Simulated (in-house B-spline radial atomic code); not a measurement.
Configurations of Ba⁴⁺, with energies counted from [Kr] 4d10 5s2 5p4. Computed with a B-spline radial code for spherical atoms: scalar-relativistic (X2C) BP86, spin-polarised, spherical fractional occupations, Fermi nucleus of rms radius 4.8378 fm. Shells without spins written out take the highest spin.

Occupations are held fixed; configurations that lie above the ionisation limit could autoionise.

```
                                  configuration  E - E(ref) (eV)  highest orbital  its <r> (bohr)
                          [Kr] 4d10 5s2 5p3 5d1           19.119            5d up           2.234
[Kr] 4d10 5s2 5p(3 up, 0 down) 6s(1 up, 0 down)           25.269            6s up           3.166
[Kr] 4d10 5s2 5p(3 up, 0 down) 6p(1 up, 0 down)           30.551            6p up           3.578
                          [Kr] 4d10 5s2 5p3 6f1           44.723            6f up           6.257
                          [Kr] 4d10 5s1 5p4 6p1           47.362            6p up           3.561
                          [Kr] 4d10 5s1 5p4 5f1           54.459            5f up           3.589
              [Ar] 3d9 4s2 4p6 4d10 5s2 5p4 5d1           791.05            5d up           2.151
```

(1) Order these further configurations by energy, lowest first.
A. [Kr] 4d10 5s2 5p(2 up, 2 down)
B. [Ar] 3d9 4s2 4p6 4d10 5s2 5p4 6s1
C. [Kr] 4d10 5s1 5p4 6d1
D. [Ar] 3d(4 up, 5 down) 4s2 4p6 4d10 5s2 5p(2 up, 3 down)
E. [Ar] 3d9 4s2 4p6 4d10 5s2 5p4 5f1

(2) How far above the reference does [Ar] 3d10 4s2 4p5 4d10 5s2 5p5 lie?

(3) How far above the reference does [Ar] 3d(5 up, 4 down) 4s2 4p6 4d10 4f(0 up, 1 down) 5s2 5p(2 up, 2 down) lie?

(4) How far above the reference does [Kr] 4d9 5s2 5p4 6p1 lie?

## Answers

(1) A (0.9219 eV), C (54.602 eV), D (769.93 eV), B (797.97 eV), E (810.21 eV).

(2) 170.69 eV; its least bound orbital is 5p down with <r> = 1.732 bohr.

(3) 784.82 eV; its least bound orbital is 4f down with <r> = 1.09 bohr.

(4) 111.4 eV; its least bound orbital is 6p up with <r> = 3.521 bohr.
